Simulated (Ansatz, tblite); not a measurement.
Forces on Rb5H4⁺ at its PBE-D4/def2-SVP geometry. Charge 1, multiplicity 1.

In the def2 sets Rb takes a core potential; there is no spin–orbit coupling. The xTB rows come from tblite. Another isomer (singlet) lies 0.50 eV lower at PBE0-D4/def2-TZVP; other spin states weren't run for this one.

GFN1-xTB (tblite), largest force 0.37 eV/Å:

```xyz
9
positions Å, forces eV/Å
Rb    1.112   -1.618   -1.549   -0.143    0.238    0.218
Rb   -3.825   -2.758   -0.010    0.027    0.020    0.000
Rb    2.576    1.863    0.011   -0.296   -0.213    0.001
Rb    0.144   -0.340    2.460   -0.004    0.063   -0.360
Rb   -1.408    1.830   -0.924    0.220   -0.255    0.136
H     2.185   -0.827    0.781    0.016    0.029   -0.005
H     0.081    2.087    1.301    0.026    0.005   -0.009
H    -1.740   -1.240    0.004    0.129    0.096    0.003
H     0.875    1.003   -2.074    0.025    0.016    0.016
```

GFN2-xTB (tblite), largest force 0.47 eV/Å:

```
Rb 0.218 0.365 0.134
Rb 0.100 0.074 0.002
Rb -0.366 -0.260 0.003
Rb 0.308 0.263 -0.208
Rb 0.439 0.077 0.082
H -0.168 0.008 -0.048
H -0.055 -0.152 -0.073
H -0.381 -0.280 -0.005
H -0.095 -0.094 0.113
```

PBE-D4/def2-TZVP (Ansatz), largest force 0.03 eV/Å:

```
Rb -0.009 -0.016 -0.006
Rb 0.004 0.003 0.000
Rb 0.020 0.016 0.002
Rb -0.005 -0.001 0.008
Rb -0.011 0.003 0.000
H -0.004 0.007 -0.005
H 0.001 -0.008 -0.005
H 0.003 -0.003 -0.003
H 0.002 -0.002 0.009
```
